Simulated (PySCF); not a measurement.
C₂H₃Br₂Cl, SMILES CC(Cl)(Br)Br. Atoms are numbered in the order given.

```xyz
8

C     -1.8282     0.7201     0.0000
C     -0.3402     0.4338     0.0000
Cl     0.5856     1.9639     0.0000
Br     0.1374    -0.6099    -1.6031
Br     0.1374    -0.6099     1.6031
H     -2.0871     1.3012     0.8968
H     -2.3923    -0.2224     0.0000
H     -2.0871     1.3012    -0.8968
```
Charge 0, spin multiplicity 1.

Coordinates come from a B3LYP-D3(BJ)/def2-SVP optimisation.

Level of theory: KT2/pcSseg-1 in PySCF.

GIAO shieldings, no solvent; atoms alike by connectivity are averaged. δ = σ(ref) − σ: ¹³C against TMS (σ = 185.1 ppm); ³⁵Cl against HCl (σ = 945.4 ppm); ¹H against TMS (σ = 31.47 ppm), references at their B3LYP-D3(BJ)/def2-TZVP geometries, non-relativistic (without spin–orbit terms, shifts of atoms bonded to Cl or Br come out too high).

| atoms | nucleus | count | δ (ppm) |
|---|---|---|---|
| C2 | ¹³C | 1 | 134.9 |
| C1 | ¹³C | 1 | ___ |
| Cl3 | ³⁵Cl | 1 | ___ |
| H6, H7, H8 | ¹H | 3 | 3.26 |

**Question.** Complete the blanks. (Estimate from the structure and the level; the computed values follow.)

**Answer.** 
- Cl3, δ (ppm): 579.4
- C1, δ (ppm): 59.8
